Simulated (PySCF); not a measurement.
Mo(S)2(F)(Me) (CH₃FMoS₂), SMILES [CH3][Mo]([F])(=[S])=[S], multiplicity 1.

Geometry: PBE0-D3(BJ)/def2-SVP. The multiplicity is an assumed one; no other spin state was optimised. The structure was generated by enumeration; whether it is a known compound was not checked. The def2 effective core potentials stand for the cores of Mo; spin–orbit coupling is left out.

Two levels are set side by side: PBE/def2-TZVP (PySCF) and r2SCAN/def2-TZVP (PySCF). Same geometry, gas phase. Differences are taken from unrounded values.

| quantity | r2SCAN |
|---|---|
| orbital gap (eV) | 2.51 |
| highest occupied level (eV) | -6.68 |
| lowest empty level (eV) | -4.18 |
| dipole moment (D) | 2.08 |
| mean polarisability (bohr³) | 91.6 |

Problem. What does PBE give, and how far is it from r2SCAN? (The exact figures need the calculation; the answer reports its results.)

Solution. 
```csv
quantity,PBE,PBE minus r2SCAN
orbital gap (eV),2.25,-0.26
highest occupied level (eV),-6.42,0.26
lowest empty level (eV),-4.17,0.01
dipole moment (D),1.94,-0.14
mean polarisability (bohr³),93.0,1.4
```

Rough cost on one machine, each run with all the roots and properties that it gave: r2SCAN against PBE about 3 times.
